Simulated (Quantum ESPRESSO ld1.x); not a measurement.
Results of a calculation; reference values are marked as such.
Task: The mean radii <r> (bohr) of the occupied orbitals of an atom or ion are listed with their occupations. Code: ld1.x of Quantum ESPRESSO 7.5. Model: scalar-relativistic Kohn-Sham, LDA (Slater exchange, Perdew-Wang correlation), spin-polarised, spherical densities, point nucleus.

orbital  occ.      <r>
1s up       1  0.05948

Name the element and its charge. Open shells, if any, are filled with parallel spins first.

Result: Z = 25, manganese, charge +24: Mn24+ in 1s1. The 1s radius gives Z: for a bare nucleus <r> = (2 gamma + 1)/(2Z) with gamma = sqrt(1 - (Z/c)^2), 0.05933 bohr for Z = 25, and the self-interaction of the functional makes it slightly larger (0.05948 here). The occupations add up to 1, and the charge is Z minus that.
